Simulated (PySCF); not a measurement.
# Computed structure and properties of [Lu(P5)]2+

System: [Lu(P5)]2+ (singlet in the valence; each metal's 4f electrons, 14 of them, lie in its core potential, out of spins and levels); start: template (C5v). Method: PySCF 2.14.0, RKS TPSS, Lu lcecp-1-SVP with ECP60, P def2-SVP; non-relativistic Hamiltonian with scalar-relativistic core potentials where named; density fitting; no spin-orbit coupling.

Input of the relaxation:

```python
mol = gto.M(atom='''
Lu    -0.00000    -0.00000    -1.02240
P      1.79998     0.00002     1.15490
P      0.55620     1.71189     1.15490
P     -1.45623     1.05799     1.15490
P     -1.45620    -1.05802     1.15490
P      0.55625    -1.71188     1.15490''',
    basis={'Lu': 'lcecp-1-SVP', 'P': 'def2-SVP'},
    ecp={'Lu': 'lcecp-1-SVP'},
    charge=2, spin=0)
mf = dft.RKS(mol, xc='TPSS')
mf.grids.atom_grid = (50, 194)  # f atoms: unpruned, at least (60, 302)
mf = mf.density_fit()  # fitting sets: Lu AutoAux, P def2-universal-JKFIT
mf.conv_tol = 1e-08; mf.max_cycle = 55
mf.kernel(dm0)  # dm0: converged density of the start geometry
# quasi-Newton relaxation in Cartesian coordinates to a largest gradient under 0.00045 Eh/bohr, steps kept in the point group
```

Run from Python with OMP_NUM_THREADS=2; the lines above give its settings. Where DIIS fails, smearing, a level shift and second-order steps follow.
It took 44 s on 2 threads of Arm Neoverse V2 (shared host), from the converged density of the start.

Course of the relaxation:

```
step  energy above end (eV)  largest force component within the symmetry (eV/Å)
   0                 0.1299                                               1.093
   1                 0.0196                                               0.405
   2                 0.0005                                               0.073
   3                 0.0001                                               0.051
   4                 0.0000                                               0.034
   5                 0.0000                                               0.005
```

Relaxed geometry (C5v):

```xyz
6

Lu    0.0000    0.0000   -1.0083
P     1.8502    0.0000    1.1521
P     0.5717    1.7596    1.1521
P    -1.4968    1.0875    1.1521
P    -1.4968   -1.0875    1.1521
P     0.5717   -1.7596    1.1521
```

```
    contact      Å
Lu1–P6 (P5)  2.844
```

On the finer grid (75, 302):

| Quantity | Value |
| --- | --- |
| HOMO | -15.24 eV |
| LUMO | -13.93 eV |
| Dipole about the centre of mass | 2.92 D |
| Set of Mulliken populations of Lu1 outside the core potential | s 2.46, p 6.26, d 0.98, f 0.02 |
| D3(BJ) dispersion energy (not in the energies) | -0.634 eV |

```json
{"atom": "Lu1", "Mulliken (e)": "1.28", "Löwdin (e)": "0.53", "spin (e)": "0.00"}
{"atom": "P2", "Mulliken (e)": "0.14", "Löwdin (e)": "0.29", "spin (e)": "0.00"}
{"atom": "P3", "Mulliken (e)": "0.14", "Löwdin (e)": "0.29", "spin (e)": "0.00"}
{"atom": "P4", "Mulliken (e)": "0.14", "Löwdin (e)": "0.29", "spin (e)": "0.00"}
{"atom": "P5", "Mulliken (e)": "0.14", "Löwdin (e)": "0.29", "spin (e)": "0.00"}
{"atom": "P6", "Mulliken (e)": "0.14", "Löwdin (e)": "0.29", "spin (e)": "0.00"}
```

The 4f levels lie in the core potential and are missing.

No frequency check is given for this geometry.

Taking off one P5 (charge -1, singlet; the rest: singlet) in vacuum, both parts rigid, costs 23.00 eV; the small basis without counterpoise inflates it. Most of it is the attraction of opposite charges; other ways to part are cheaper, and one spin state was tried for the rest.

Rigid scan of P5 along the line from its metal:

distance to the ring centre (Å), energy (eV) and a bar:
```
     1.86      0.626 ############################
     1.96      0.260 ############
     2.06      0.061 ###
     2.16      0.000 
     2.26      0.052 ##
     2.36      0.193 #########
     2.56      0.667 ##############################
```

One start shape was tried, so this needn't be the lowest isomer.

An lcecp potential fixes the number of 4f electrons, so in runs with it no electron can move into or out of that shell.
